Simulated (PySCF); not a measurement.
Geometry:
```json
{"atom": "C1", "x (Å)": "-1.914", "y (Å)": "1.189", "z (Å)": "0.788"}
{"atom": "C2", "x (Å)": "-1.760", "y (Å)": "-0.244", "z (Å)": "0.332"}
{"atom": "O3", "x (Å)": "-0.456", "y (Å)": "-0.752", "z (Å)": "0.610"}
{"atom": "C4", "x (Å)": "0.496", "y (Å)": "-0.416", "z (Å)": "-0.251"}
{"atom": "O5", "x (Å)": "0.348", "y (Å)": "0.232", "z (Å)": "-1.255"}
{"atom": "O6", "x (Å)": "1.648", "y (Å)": "-0.923", "z (Å)": "0.175"}
{"atom": "C7", "x (Å)": "2.766", "y (Å)": "-0.657", "z (Å)": "-0.649"}
{"atom": "H8", "x (Å)": "-2.950", "y (Å)": "1.523", "z (Å)": "0.631"}
{"atom": "H9", "x (Å)": "-1.251", "y (Å)": "1.852", "z (Å)": "0.213"}
{"atom": "H10", "x (Å)": "-1.678", "y (Å)": "1.287", "z (Å)": "1.858"}
{"atom": "H11", "x (Å)": "-1.959", "y (Å)": "-0.337", "z (Å)": "-0.747"}
{"atom": "H12", "x (Å)": "-2.439", "y (Å)": "-0.913", "z (Å)": "0.877"}
{"atom": "H13", "x (Å)": "2.614", "y (Å)": "-1.056", "z (Å)": "-1.663"}
{"atom": "H14", "x (Å)": "3.621", "y (Å)": "-1.151", "z (Å)": "-0.173"}
{"atom": "H15", "x (Å)": "2.951", "y (Å)": "0.425", "z (Å)": "-0.727"}
```

Computational details: geometry from PBE0-D3(BJ)/def2-SVP, GIAO B3LYP/pcSseg-2 shieldings, in PySCF 2.14 (no relativistic terms, one averaged value for each set of equivalent atoms, isolated molecule, single conformer).

Referencing at the same level of theory: $^{13}$C (σref 179.19) and $^{1}$H (σref 31.39) against TMS; H2O for $^{17}$O (σref 325.85).

```csv
atoms,nucleus,count,δ (ppm)
H8/H9/H10,$^{1}$H,3,1.23
O5,$^{17}$O,1,?
H13/H14/H15,$^{1}$H,3,3.62
C2,$^{13}$C,1,?
H11/H12,$^{1}$H,2,4.11
C1,$^{13}$C,1,16.2
C7,$^{13}$C,1,56.0
O6,$^{17}$O,1,141.9
C4,$^{13}$C,1,165.1
O3,$^{17}$O,1,?
```

Complete the table.

## Answers


- C2: 66.9 ppm, sp3 CH2 bonded to O; the inductive effect lowers its shielding
- O5: 296.3 ppm, ester carbonyl oxygen
- O3: 170.6 ppm, ester alkoxy oxygen

Shifts are as computed. Against solution values, carbons near 30 ppm lie about +3 ppm off and those near 130 ppm about +8 ppm. Of 1211 compounds with measured shifts, 218 miss one by over three times the rms of a fit or turn the order of signals round; such compounds aren't used in these exercises. Unscaled 17O shifts of doubly bonded oxygen tend to come out too high, by tens of ppm or more. Experimental scales use liquid or dissolved standards, which lie at an offset from isolated H2O (liquid H2O: subtract about 36 ppm).
